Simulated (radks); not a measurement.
Spherical quantum dot in the effective-mass picture: electrons in a parabolic well V = omega^2 r^2 / 2 with omega = 0.104, all in effective atomic units (hartree* = m*/eps^2 hartree, bohr* = eps/m* bohr), one dielectric constant everywhere. Calculated with a radial shooting solver with Libxc functionals: non-relativistic Kohn-Sham, LDA (Slater exchange, Perdew-Wang correlation), spin-polarised, spherical densities. Levels are named by radial order and angular momentum (1s, 1p, 1d, 2s, ...), and open shells are averaged over m. Results are scaled to m* = 0.085 and eps = 4.3, for which hartree* = 125.1 meV and bohr* = 2.677 nm.

N = 10, configuration 1s2 1p6 1d(up 2, down 0). This is the lowest configuration that the search found. Occupied and some empty levels:

level,occupation,eigenvalue (meV),<r> (nm)
1s up,1,175.94,17.14
1s down,1,176.79,16.77
1p up,3,179.87,19.75
1p down,3,180.91,19.64
1d up,2,185.13,21.63
1d down,0,186.22,21.65
2s up,0,188.68,17.26
2s down,0,189.19,17.44
1f up,0,191.42,23.19
1f down,0,192.50,23.27
2p up,0,195.88,19.95
2p down,0,196.48,19.98

Energy (meV): total 1080.09, kinetic 73.220, external 389.63, Hartree 771.44, exchange-correlation -154.20.
